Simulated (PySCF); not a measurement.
C3H8BFO, SMILES CCB(F)CO. Geometry: r2SCAN-D4/def2-SVP. This is a generated structure with no PubChem entry under its InChIKey; it may be hypothetical. Other conformers were not sampled.

Computed equilibrium geometry at r2SCAN-D4/def2-SVP (PySCF confirms it by a frequency run) as bond lengths and angles (one conformer of several):
Atoms: C1 C2 B3 F4 C5 O6 H7 H8 H9 H10 H11 H12 H13 H14. Bond lengths (Å): C1–C2 1.527, C1–H7 1.102, C1–H8 1.101, C1–H9 1.101, C2–B3 1.566, C2–H10 1.108, C2–H11 1.111, B3–F4 1.340, B3–C5 1.575, C5–O6 1.421, C5–H12 1.115, C5–H13 1.107, O6–H14 0.965. Bond angles (°): C2–C1–H7 111.1, C2–C1–H8 111.3, C2–C1–H9 112.2, H7–C1–H8 106.8, H7–C1–H9 107.5, H8–C1–H9 107.7, C1–C2–B3 116.5, C1–C2–H10 112.2, C1–C2–H11 110.6, B3–C2–H10 107.1, B3–C2–H11 106.4, H10–C2–H11 103.0, C2–B3–F4 119.8, C2–B3–C5 123.5, F4–B3–C5 116.7, B3–C5–O6 115.9, B3–C5–H12 109.8, B3–C5–H13 107.3, O6–C5–H12 112.5, O6–C5–H13 106.8, H12–C5–H13 103.6, C5–O6–H14 107.5.
Charge 0, spin multiplicity 1.
